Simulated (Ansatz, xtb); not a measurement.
Pulling on the Si3–H4 bond in H4PbSi (SMILES [SiH3][PbH]) (multiplicity 1 held, fragments rigid). Energies count from the point at 1.489 Å.
Geometry at that point (charge 0, multiplicity 1):
```xyz
6

Pb     0.0126     0.3548     0.3307
H     -0.4305     1.4750    -1.0801
Si    -0.0332    -1.7270    -1.4655
H      0.9531    -1.4987    -2.5576
H     -1.3757    -1.8428    -2.0994
H      0.2809    -3.0511    -0.8638
```

R- and RO- levels are restricted; in cc, def2 and unpolarised 6-31G sets they are followed outwards from rest. Unrestricted levels (U-) break spin symmetry where that is lower. Active spaces are followed from a long bond inwards. Curves can end on different states.

Correlated levels freeze the cores. Filled d and f shells under p-block atoms count as core.

Programs: Ansatz (Gaussian orbitals); xtb for the GFN methods.  In def2 rows elements past Kr take small-core potentials, without spin–orbit coupling. The GFN methods have no spin term and hold the electronic entropy of 300 K.

Energies in kcal/mol.

| R (Å) | GFN2-xTB | U-HF/def2-SVP | U-MP2/def2-SVP | R-CCSDT(Q)/def2-SVP | FIC-MRCISD on CASSCF(2,2)/def2-SVP | FIC-MRCISD+Q on CASSCF(2,2)/def2-SVP |
|---|---|---|---|---|---|---|
| 1.191 | 33.8 | 30.3 | 29.9 | 30.1 | 30.3 | 30.1 |
| 1.340 | 4.1 | 6.0 | 5.9 | 6.1 | 6.2 | 6.1 |
| 1.489 | 0.0 | 0.0 | 0.0 | 0.0 | 0.0 | 0.0 |
| 1.638 | 4.3 | 3.9 | 3.8 | 3.4 | 3.3 | 3.4 |
| 1.787 | 11.0 | 12.9 | 12.5 | 11.5 | 11.3 | 11.6 |
| 2.010 | 22.8 | 30.2 | 29.2 | 26.8 | 26.5 | 26.9 |
| 2.234 | 35.6 | 47.2 | 50.8 | 41.9 | 41.5 | 41.9 |
| 2.606 | 54.8 | 60.6 | 71.3 | 61.3 | 61.2 | 61.6 |
| 2.978 | 69.1 | 65.2 | 77.8 | 72.8 | 73.2 | 73.4 |
| 3.425 | 79.5 | 66.9 | 80.3 | 78.8 | 80.1 | 80.1 |
| 4.021 | 85.2 | 67.5 | 81.2 | 81.1 | 83.0 | 82.9 |
| 4.765 | 87.1 | 67.7 | 81.4 | 81.6 | 83.8 | 83.7 |

Doubts at one or more of the structures used: a spin-contaminated determinant (U-HF/def2-SVP, U-MP2/def2-SVP); a restricted determinant that unrestricted orbitals would lower (R-CCSDT(Q)/def2-SVP); other coupled-cluster roots lie near (R-CCSDT(Q)/def2-SVP); T1 above 0.05 (R-CCSDT(Q)/def2-SVP).

Ansatz is a program for electronic structure.
